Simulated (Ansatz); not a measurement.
C3H6Si (`[SiH3]C1=CC1`), one more setting.

```yaml
crystal:
  periodic: [false, false, false]
  atoms:
    - {symbol: Si, position_ang: [-0.976381, 0.983637, -0.918358]}
    - {symbol: C, position_ang: [0.023983, -0.235175, 0.016319]}
    - {symbol: C, position_ang: [0.356269, -1.448448, 0.329252]}
    - {symbol: C, position_ang: [1.132104, -0.413561, 1.046172]}
    - {symbol: H, position_ang: [-1.944557, 0.290226, -1.805775]}
    - {symbol: H, position_ang: [-1.710982, 1.852497, 0.037506]}
    - {symbol: H, position_ang: [-0.074170, 1.835967, -1.735593]}
    - {symbol: H, position_ang: [0.195984, -2.504021, 0.184017]}
    - {symbol: H, position_ang: [0.918652, -0.203767, 2.094080]}
    - {symbol: H, position_ang: [2.162199, -0.208553, 0.755380]}
basis:
  gaussian: {orbitals: "6-31G*"}
hamiltonian: {xc: {name: r2SCAN0}}
scf: {lower_state_search: full}
output: {forces: true}
```

```sh
$ ansatz run in.yaml --threads 2 --pin off --events-out ev --progress --plain --max-ram 4352MiB
```

Shortened log:

```
Functional definition: r2SCAN0
789 factors; integrals over basis functions are off by at most 8.3e-4 eV
mean field evaluation 1: about -11076.6174 eV, gradient 3.6e1 eV
mean field evaluation 2: about -11076.9205 eV, gradient 3.5e1 eV
mean field evaluation 4: about -11080.0197 eV, gradient 2.6e0 eV
mean field evaluation 8: about -11080.0399 eV, gradient 4.7e-1 eV
mean field evaluation 16: about -11080.0405 eV, gradient 1.2e-5 eV
mean field -11080.04049800 eV, -407.1839779804 hartree, gradient 1.2e-5 eV, S^2 0.000000; 0 other end points of the search recorded, 0 dependent functions left out
reference -11080.04050543 eV, -407.1839782533 hartree; 19, 19 occupied and 57, 57 virtual orbitals, 789 factors
Total energy: -11080.04050543 eV, -407.1839782533 hartree
Atom 0 at    -0.976381     0.983637    -0.918358 Å, force    -0.013473     0.045593    -0.012671 eV/Å
Atom 1 at     0.023983    -0.235175     0.016319 Å, force    -0.051556     0.099430    -0.048981 eV/Å
Atom 2 at     0.356269    -1.448448     0.329252 Å, force     0.044611    -0.122080     0.042521 eV/Å
Atom 3 at     1.132104    -0.413561     1.046172 Å, force    -0.011109    -0.034093    -0.010142 eV/Å
Atom 4 at    -1.944557     0.290226    -1.805775 Å, force     0.037600     0.046794     0.033928 eV/Å
Atom 5 at    -1.710982     1.852497     0.037506 Å, force     0.024444    -0.028535    -0.064647 eV/Å
Atom 6 at    -0.074170     1.835967    -1.735593 Å, force    -0.062835    -0.027257     0.030172 eV/Å
Atom 7 at     0.195984    -2.504021     0.184017 Å, force     0.011499     0.014852     0.010870 eV/Å
Atom 8 at     0.918652    -0.203767     2.094080 Å, force     0.025431     0.002674    -0.006592 eV/Å
Atom 9 at     2.162199    -0.208553     0.755380 Å, force    -0.004611     0.002622     0.025541 eV/Å
Dipole moment:    -0.003152    -0.125225    -0.002522 e Å
```

Run time 3 s (2 threads of an Arm Neoverse V1 on a shared host); peak host memory 0.39 GiB.
